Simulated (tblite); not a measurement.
Record of a relaxation.

C6H11ClOSi.
Atom-mapped SMILES: `[CH2:1]=[CH:2][C@@H:3]1[CH2:4][Si@H:5]([Cl:6])[CH2:7][CH2:8][O:9]1` (hydrogens: H10, H11 on C1; H12 on C2; H13 on C3; H14, H15 on C4; H16 on Si5; H17, H18 on C7; H19, H20 on C8)

Computed with GFN2-xTB (tblite), gas phase: L-BFGS steps from a force-field or distance-geometry start until the largest atomic force falls under 0.01 eV/Å. 5 of its 91 geometries are shown.

Step 0: E = -783.8410 eV, largest atomic force 2.326 eV/Å
```
atom  x, y, z in Å  |  force x, y, z in eV/Å
C1      3.306    0.033   -0.144   -1.896   0.732  -0.271
C2      2.104    0.607   -0.399    2.001  -1.029   0.591
C3      0.793    0.025    0.032   -0.404   0.806  -0.228
C4     -0.037   -0.361   -1.216    0.242  -0.505  -0.060
Si5    -1.740   -0.954   -0.678   -0.283  -0.782  -0.473
Cl6    -3.061   -0.890   -2.249    0.254  -0.048   0.324
C7     -2.200    0.290    0.635   -0.441   0.039   0.627
C8     -0.994    0.595    1.540    0.170   0.276  -0.487
O9      0.120    1.059    0.771   -0.338  -0.532   0.449
H10     4.212    0.515   -0.463    0.060  -0.111  -0.006
H11     3.383   -0.908    0.387    0.027   0.217  -0.131
H12     2.075    1.550   -0.915   -0.186   0.051  -0.033
H13     0.945   -0.834    0.697    0.004  -0.113  -0.127
H14     0.478   -1.149   -1.786    0.064   0.394   0.133
H15    -0.170    0.510   -1.862    0.313   0.003   0.052
H16    -1.694   -2.331   -0.126   -0.034   0.245  -0.147
H17    -2.516    1.216    0.148   -0.013   0.028   0.207
H18    -3.042   -0.083    1.239    0.247   0.307  -0.031
H19    -1.272    1.393    2.239    0.281   0.081  -0.188
H20    -0.697   -0.273    2.146   -0.069  -0.060  -0.200
```

Step 22: E = -783.9924 eV, largest atomic force 0.034 eV/Å
```
atom  x, y, z in Å  |  force x, y, z in eV/Å
C1      3.271    0.042   -0.148    0.009  -0.006  -0.011
C2      2.106    0.616   -0.379   -0.011  -0.011  -0.010
C3      0.782    0.041    0.030   -0.008   0.017   0.014
C4     -0.018   -0.373   -1.219    0.014   0.003   0.004
Si5    -1.745   -0.961   -0.691    0.016   0.008   0.012
Cl6    -3.049   -0.932   -2.236   -0.002   0.005  -0.007
C7     -2.225    0.298    0.649    0.002   0.006   0.020
C8     -0.996    0.599    1.516    0.008  -0.008  -0.006
O9      0.116    1.042    0.781   -0.018   0.019  -0.009
H10     4.197    0.482   -0.475    0.001   0.004   0.000
H11     3.347   -0.898    0.375   -0.006   0.005  -0.011
H12     2.034    1.563   -0.894    0.019  -0.007   0.016
H13     0.939   -0.845    0.669   -0.003  -0.003  -0.008
H14     0.546   -1.134   -1.758    0.008  -0.005   0.006
H15    -0.090    0.499   -1.873   -0.002  -0.008  -0.005
H16    -1.694   -2.324   -0.150   -0.001   0.006   0.004
H17    -2.560    1.232    0.194   -0.003  -0.005   0.001
H18    -3.029   -0.052    1.295   -0.013   0.001   0.004
H19    -1.210    1.413    2.216   -0.006  -0.026  -0.021
H20    -0.727   -0.298    2.096   -0.005   0.005   0.006
```

Step 45: E = -783.9945 eV, largest atomic force 0.028 eV/Å
```
atom  x, y, z in Å  |  force x, y, z in eV/Å
C1      3.263    0.028   -0.178    0.005   0.001   0.005
C2      2.107    0.633   -0.364    0.005  -0.004   0.007
C3      0.781    0.060    0.041   -0.004  -0.005  -0.005
C4     -0.002   -0.384   -1.209   -0.007   0.004   0.005
Si5    -1.737   -0.958   -0.689    0.006  -0.003  -0.006
Cl6    -3.025   -0.911   -2.247   -0.003  -0.008  -0.006
C7     -2.233    0.293    0.652    0.001  -0.003  -0.002
C8     -1.004    0.607    1.511    0.000   0.004   0.003
O9      0.097    1.063    0.770   -0.004  -0.003  -0.009
H10     4.194    0.464   -0.497    0.006   0.008  -0.012
H11     3.328   -0.934    0.304    0.002  -0.013  -0.008
H12     2.047    1.604   -0.835   -0.005  -0.005   0.000
H13     0.935   -0.816    0.692    0.013  -0.001  -0.002
H14     0.567   -1.163   -1.718   -0.004   0.025   0.003
H15    -0.067    0.469   -1.888    0.016  -0.012  -0.005
H16    -1.696   -2.320   -0.144   -0.003  -0.007  -0.006
H17    -2.584    1.222    0.199   -0.001   0.001   0.007
H18    -3.030   -0.073    1.299   -0.001   0.009  -0.001
H19    -1.225    1.415    2.215   -0.009   0.002   0.008
H20    -0.719   -0.289    2.085   -0.011   0.009   0.024
```

Step 68: E = -783.9962 eV, largest atomic force 0.016 eV/Å
```
atom  x, y, z in Å  |  force x, y, z in eV/Å
C1      3.260    0.009   -0.233    0.004   0.001   0.001
C2      2.108    0.643   -0.334   -0.001   0.003   0.001
C3      0.783    0.066    0.069    0.003   0.001   0.006
C4      0.018   -0.394   -1.187   -0.002  -0.001   0.000
Si5    -1.725   -0.962   -0.691   -0.015   0.001   0.004
Cl6    -2.993   -0.902   -2.267    0.008  -0.006   0.009
C7     -2.240    0.286    0.648   -0.002  -0.001  -0.002
C8     -1.023    0.626    1.515    0.001  -0.001   0.000
O9      0.086    1.073    0.779   -0.001   0.009  -0.002
H10     4.183    0.454   -0.561    0.003  -0.001   0.001
H11     3.328   -0.985    0.180   -0.003  -0.004  -0.006
H12     2.047    1.643   -0.739    0.000   0.003  -0.004
H13     0.936   -0.804    0.729    0.002  -0.004   0.007
H14     0.596   -1.179   -1.674    0.005  -0.002  -0.009
H15    -0.031    0.448   -1.880    0.000   0.007  -0.002
H16    -1.698   -2.329   -0.158    0.000   0.004   0.002
H17    -2.606    1.207    0.191    0.006  -0.001  -0.004
H18    -3.034   -0.089    1.294   -0.003   0.001  -0.003
H19    -1.259    1.449    2.196    0.001   0.001   0.002
H20    -0.741   -0.251    2.118   -0.005  -0.010   0.001
```

Step 90: E = -783.9970 eV, largest atomic force 0.007 eV/Å
```
atom  x, y, z in Å  |  force x, y, z in eV/Å
C1      3.255   -0.002   -0.267   -0.002   0.001  -0.002
C2      2.109    0.650   -0.317   -0.001   0.000   0.002
C3      0.785    0.070    0.087   -0.003  -0.003  -0.004
C4      0.024   -0.388   -1.172   -0.001  -0.001  -0.002
Si5    -1.717   -0.968   -0.683    0.002   0.000   0.005
Cl6    -2.971   -0.953   -2.269   -0.003   0.000  -0.003
C7     -2.243    0.297    0.633    0.003   0.003   0.006
C8     -1.035    0.625    1.518    0.003   0.000   0.002
O9      0.085    1.073    0.799    0.001  -0.006   0.000
H10     4.177    0.444   -0.596    0.001   0.001   0.002
H11     3.318   -1.013    0.101   -0.003   0.002   0.001
H12     2.052    1.665   -0.681    0.000   0.000   0.003
H13     0.942   -0.802    0.744   -0.006   0.004   0.001
H14     0.608   -1.165   -1.666   -0.002   0.002  -0.003
H15    -0.031    0.459   -1.859    0.005  -0.002  -0.001
H16    -1.683   -2.325   -0.124    0.004  -0.003   0.000
H17    -2.586    1.220    0.163    0.003   0.000  -0.001
H18    -3.054   -0.060    1.268   -0.002   0.001  -0.001
H19    -1.275    1.443    2.203    0.000  -0.001  -0.002
H20    -0.766   -0.261    2.116    0.002   0.003   0.000
```

Question: Summarise the path.

Answer: The energy falls by 0.1559 eV from step 0 to step 90; nine tenths of that is first reached at step 7. It falls at every step. The largest force goes from 2.326 to 0.007 eV/Å. Among the bonds C1=C2 changes most, from 1.357 to 1.319 Å; the atoms move by 0.127 Å rms after alignment.

Question: Follow the three bonds and two angles with the largest change from start to end.

Answer: 
```json
{"step": "0", "E above end (eV)": "0.1559", "largest force (eV/Å)": "2.326", "C1=C2 (Å)": "1.357", "Si5–C7 (Å)": "1.866", "Si5–Cl6 (Å)": "2.053", "C3–C2–H12 (°)": "117.1", "O9–C8–H19 (°)": "107.7"}
{"step": "4", "E above end (eV)": "0.0297", "largest force (eV/Å)": "0.309", "C1=C2 (Å)": "1.322", "Si5–C7 (Å)": "1.894", "Si5–Cl6 (Å)": "2.012", "C3–C2–H12 (°)": "114.6", "O9–C8–H19 (°)": "105.9"}
{"step": "8", "E above end (eV)": "0.0097", "largest force (eV/Å)": "0.088", "C1=C2 (Å)": "1.319", "Si5–C7 (Å)": "1.898", "Si5–Cl6 (Å)": "2.027", "C3–C2–H12 (°)": "114.4", "O9–C8–H19 (°)": "104.3"}
{"step": "12", "E above end (eV)": "0.0066", "largest force (eV/Å)": "0.060", "C1=C2 (Å)": "1.319", "Si5–C7 (Å)": "1.901", "Si5–Cl6 (Å)": "2.021", "C3–C2–H12 (°)": "114.1", "O9–C8–H19 (°)": "104.8"}
{"step": "16", "E above end (eV)": "0.0056", "largest force (eV/Å)": "0.041", "C1=C2 (Å)": "1.319", "Si5–C7 (Å)": "1.900", "Si5–Cl6 (Å)": "2.023", "C3–C2–H12 (°)": "114.1", "O9–C8–H19 (°)": "104.8"}
{"step": "20", "E above end (eV)": "0.0049", "largest force (eV/Å)": "0.029", "C1=C2 (Å)": "1.318", "Si5–C7 (Å)": "1.901", "Si5–Cl6 (Å)": "2.022", "C3–C2–H12 (°)": "114.0", "O9–C8–H19 (°)": "104.9"}
{"step": "23", "E above end (eV)": "0.0044", "largest force (eV/Å)": "0.026", "C1=C2 (Å)": "1.319", "Si5–C7 (Å)": "1.900", "Si5–Cl6 (Å)": "2.022", "C3–C2–H12 (°)": "114.0", "O9–C8–H19 (°)": "104.8"}
{"step": "27", "E above end (eV)": "0.0041", "largest force (eV/Å)": "0.022", "C1=C2 (Å)": "1.318", "Si5–C7 (Å)": "1.900", "Si5–Cl6 (Å)": "2.022", "C3–C2–H12 (°)": "114.1", "O9–C8–H19 (°)": "104.8"}
{"step": "31", "E above end (eV)": "0.0038", "largest force (eV/Å)": "0.019", "C1=C2 (Å)": "1.319", "Si5–C7 (Å)": "1.900", "Si5–Cl6 (Å)": "2.021", "C3–C2–H12 (°)": "114.3", "O9–C8–H19 (°)": "104.9"}
{"step": "35", "E above end (eV)": "0.0035", "largest force (eV/Å)": "0.017", "C1=C2 (Å)": "1.319", "Si5–C7 (Å)": "1.901", "Si5–Cl6 (Å)": "2.022", "C3–C2–H12 (°)": "114.3", "O9–C8–H19 (°)": "105.0"}
{"step": "39", "E above end (eV)": "0.0031", "largest force (eV/Å)": "0.022", "C1=C2 (Å)": "1.319", "Si5–C7 (Å)": "1.900", "Si5–Cl6 (Å)": "2.021", "C3–C2–H12 (°)": "114.1", "O9–C8–H19 (°)": "105.0"}
{"step": "43", "E above end (eV)": "0.0028", "largest force (eV/Å)": "0.027", "C1=C2 (Å)": "1.319", "Si5–C7 (Å)": "1.900", "Si5–Cl6 (Å)": "2.022", "C3–C2–H12 (°)": "114.2", "O9–C8–H19 (°)": "104.9"}
{"step": "47", "E above end (eV)": "0.0023", "largest force (eV/Å)": "0.032", "C1=C2 (Å)": "1.318", "Si5–C7 (Å)": "1.900", "Si5–Cl6 (Å)": "2.021", "C3–C2–H12 (°)": "114.3", "O9–C8–H19 (°)": "105.0"}
{"step": "51", "E above end (eV)": "0.0018", "largest force (eV/Å)": "0.023", "C1=C2 (Å)": "1.319", "Si5–C7 (Å)": "1.901", "Si5–Cl6 (Å)": "2.023", "C3–C2–H12 (°)": "114.3", "O9–C8–H19 (°)": "105.1"}
{"step": "55", "E above end (eV)": "0.0014", "largest force (eV/Å)": "0.019", "C1=C2 (Å)": "1.319", "Si5–C7 (Å)": "1.901", "Si5–Cl6 (Å)": "2.022", "C3–C2–H12 (°)": "114.1", "O9–C8–H19 (°)": "104.9"}
{"step": "59", "E above end (eV)": "0.0012", "largest force (eV/Å)": "0.023", "C1=C2 (Å)": "1.319", "Si5–C7 (Å)": "1.901", "Si5–Cl6 (Å)": "2.022", "C3–C2–H12 (°)": "114.2", "O9–C8–H19 (°)": "104.9"}
{"step": "63", "E above end (eV)": "0.0009", "largest force (eV/Å)": "0.022", "C1=C2 (Å)": "1.319", "Si5–C7 (Å)": "1.901", "Si5–Cl6 (Å)": "2.022", "C3–C2–H12 (°)": "114.1", "O9–C8–H19 (°)": "104.9"}
{"step": "67", "E above end (eV)": "0.0008", "largest force (eV/Å)": "0.020", "C1=C2 (Å)": "1.319", "Si5–C7 (Å)": "1.901", "Si5–Cl6 (Å)": "2.023", "C3–C2–H12 (°)": "114.0", "O9–C8–H19 (°)": "104.9"}
{"step": "70", "E above end (eV)": "0.0007", "largest force (eV/Å)": "0.010", "C1=C2 (Å)": "1.319", "Si5–C7 (Å)": "1.901", "Si5–Cl6 (Å)": "2.022", "C3–C2–H12 (°)": "114.0", "O9–C8–H19 (°)": "104.9"}
{"step": "74", "E above end (eV)": "0.0006", "largest force (eV/Å)": "0.012", "C1=C2 (Å)": "1.319", "Si5–C7 (Å)": "1.901", "Si5–Cl6 (Å)": "2.022", "C3–C2–H12 (°)": "113.9", "O9–C8–H19 (°)": "104.9"}
{"step": "78", "E above end (eV)": "0.0005", "largest force (eV/Å)": "0.016", "C1=C2 (Å)": "1.319", "Si5–C7 (Å)": "1.900", "Si5–Cl6 (Å)": "2.023", "C3–C2–H12 (°)": "113.9", "O9–C8–H19 (°)": "104.9"}
{"step": "82", "E above end (eV)": "0.0003", "largest force (eV/Å)": "0.021", "C1=C2 (Å)": "1.319", "Si5–C7 (Å)": "1.901", "Si5–Cl6 (Å)": "2.022", "C3–C2–H12 (°)": "114.0", "O9–C8–H19 (°)": "104.9"}
{"step": "86", "E above end (eV)": "0.0001", "largest force (eV/Å)": "0.013", "C1=C2 (Å)": "1.319", "Si5–C7 (Å)": "1.900", "Si5–Cl6 (Å)": "2.022", "C3–C2–H12 (°)": "114.1", "O9–C8–H19 (°)": "104.9"}
{"step": "90", "E above end (eV)": "0.0000", "largest force (eV/Å)": "0.007", "C1=C2 (Å)": "1.319", "Si5–C7 (Å)": "1.900", "Si5–Cl6 (Å)": "2.022", "C3–C2–H12 (°)": "114.0", "O9–C8–H19 (°)": "104.9"}
```

What follows is the cost of the whole relaxation. Time: 1.4 s. Hardware: an Arm Neoverse N1 with one thread, shared host with 64 logical CPUs at a one-minute load of 58.
